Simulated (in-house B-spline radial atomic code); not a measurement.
Neutral magnesium is squeezed into an impenetrable sphere of radius R (the orbitals vanish at R). No spin polarisation. Method: scalar-relativistic (X2C) PBE, spherical fractional occupations, Fermi nucleus of rms radius 3.057 fm. Calculated with an all-electron radial atomic-structure program (B-spline basis).

Energies in eV above the free atom in [Ne] 3s2:

```tsv
R (bohr)	highest level (eV)	[Ne] 3s2	[He] 2s1 2p6 3s2 3d1	[Ne] 3s1 3d1
8.67	-4.58	0.06025	90.73	7.658
5.53	-2.81	1.733	94.69	12.57
5.26	-2.32	2.311	95.69	13.69
4.59	-0.438	4.758	99.66	17.79
3.85	3.73	10.89	108.9	26.26
2.92	17.8	34.31	141.5	52.25
2.63	27.4	51.41	164.1	69.01
2.02	71.6	137.6	271.5	145.7
1.85	96.2	189.5	333.5	189.7
1.48	196	419.2	598	380.1
```

Problem. Does [He] 2s1 2p6 3s2 3d1 fall below [Ne] 3s2 under compression?

Solution. No, it stays above over the whole range.

Problem. Does [Ne] 3s1 3d1 fall below [Ne] 3s2 under compression?

Solution. Yes, between R = 1.85 and 1.48 bohr the order changes (near 1.85 bohr by linear interpolation).

The highest level is first positive in the row R = 3.85 bohr, pushed up by confinement above the zero of the free ion's potential. Each configuration is held fixed and needn't be the lowest in the sphere.
